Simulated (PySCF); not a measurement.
silyloxysilylformaldehyde (CH6O2Si2), SMILES O=C[SiH2]O[SiH3].

The structure is a stationary point at B3LYP-D3(BJ)/def2-SVP. The values are those of a single conformer.

Method: TDA-PBE0/def2-SVPD (PySCF).

Vertical excitations. The molecule is in vacuum. State labels are in the subgroup Cs.

Problem. List the lowest excited states. (The exact figures need the calculation; the answer reports its results.)

Solution. 
```tsv
state	symmetry	energy (eV)	λ (nm)	f	main pairs
S1	A"	3.22	385	0.001	HOMO→LUMO 98 %
S2	A'	5.71	217	0.000	HOMO→LUMO+1 94 %
S3	A'	6.12	203	0.012	HOMO−1→LUMO 97 %
S4	A"	6.49	191	0.000	HOMO−2→LUMO 94 %
S5	A'	6.63	187	0.028	HOMO→LUMO+3 89 %
S6	A'	7.09	175	0.055	HOMO→LUMO+2 77 %
S7	A"	7.09	175	0.001	HOMO−1→LUMO+1 98 %
S8	A'	7.22	172	0.007	HOMO→LUMO+4 51 %, HOMO→LUMO+5 21 %, HOMO−3→LUMO 18 %
S9	A'	7.40	168	0.071	HOMO−3→LUMO 51 %, HOMO→LUMO+5 26 %, HOMO→LUMO+2 15 %
S10	A'	7.44	167	0.137	HOMO→LUMO+5 39 %, HOMO→LUMO+4 25 %, HOMO−3→LUMO 13 %, HOMO−2→LUMO+1 11 %
T1	A"	2.44	508	0	HOMO→LUMO 98 %
T2	A'	5.39	230	0	HOMO−5→LUMO 36 %, HOMO−1→LUMO 27 %, HOMO−3→LUMO 19 %, HOMO−6→LUMO 13 %
T3	A'	5.51	225	0	HOMO→LUMO+1 86 %
T4	A'	6.04	205	0	HOMO−1→LUMO 66 %, HOMO−5→LUMO 24 %
```
Triplets are in the Tamm–Dancoff approximation.
